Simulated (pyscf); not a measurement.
H₃C–NH–Si(NH₂)(NH₂)–NH₂, singlet

Gas-phase minimum from PySCF at ωB97X-D3(BJ)/def2-SVP, one conformer. 

SMILES: [Si](N)(NC)(N)N
```xyz
16

C     -1.8400     1.0748    -2.2780
N     -0.6350     0.3507    -1.9259
Si     0.1039     0.3326    -0.3610
N      1.6679    -0.4100    -0.3896
N     -0.7730    -0.6332     0.7816
N      0.1474     2.0062     0.0928
H     -2.7624     0.4624    -2.2197
H     -1.9615     1.9223    -1.5860
H     -1.7868     1.4920    -3.3004
H     -0.4305    -0.4327    -2.5369
H      1.7431    -1.4199    -0.4442
H      2.4450     0.0446    -0.8556
H     -1.7814    -0.5397     0.8386
H     -0.3745    -0.8099     1.6979
H      0.5260     2.6935    -0.5503
H      0.3374     2.2631     1.0552
```
Charge 0, spin multiplicity 1.

Bonds (Å): C1–N2 1.449, C1–H7 1.109, C1–H8 1.101, C1–H9 1.106, N2–Si3 1.731, N2–H10 1.014, Si3–N4 1.732, Si3–N5 1.734, Si3–N6 1.735, N4–H11 1.014, N4–H12 1.014, N5–H13 1.014, N5–H14 1.015, N6–H15 1.015 (the first ones only). Bond angles (°): N2–C1–H7 113.8, N2–C1–H8 108.9, N2–C1–H9 111.9, H7–C1–H8 107.5, H7–C1–H9 107.3, H8–C1–H9 107.2, C1–N2–Si3 125.4, C1–N2–H10 114.0, Si3–N2–H10 116.8, N2–Si3–N4 112.0, N2–Si3–N5 112.7, N2–Si3–N6 103.7, N4–Si3–N5 103.2, N4–Si3–N6 113.3 (the first ones only).

Properties at ωB97X-D3(BJ)/def2-SVP:

Harmonic wavenumbers, unscaled: 70, 144, 160, 190, 209, 228, 286, 309, 322, 340, 387, 416, 429, 430, 486, 709, 769, 785, 815, 886, 904, 931, 1097, 1154, 1182, 1413, 1456, 1488, 1511, 1545, 1548, 1552, 3007, 3076, 3154, 3616, 3618, 3622, 3648, 3712, 3715, 3721 cm⁻¹
Zero-point energy: 84.4 kcal/mol
Rotational symmetry number: 1
Entropy of this conformer at 298 K and 1 atm, rigid rotor and harmonic oscillator, modes under 100 cm⁻¹ raised to 100: 391.8 J/(mol K)
Dipole moment: 0.51 D

Single-point totals, which compare only within one level:

| level | total energy (hartree) |
|---|---|
| ωB97X-D3(BJ)/def2-TZVP | -553.00704 |
| PBE/def2-TZVP | -552.39602 |
| r²SCAN/def2-TZVP | -552.70292 |
| B3LYP-D3(BJ)/def2-TZVP | -552.92731 |
| PBE0-D3(BJ)/def2-TZVP | -552.46048 |
| M06-2X/def2-TZVP | -552.74828 |
| ωB97M-D3(BJ)/def2-TZVP | -552.99386 |

Soft torsions are taken as harmonic, which can shift the entropy by several J/(mol K).
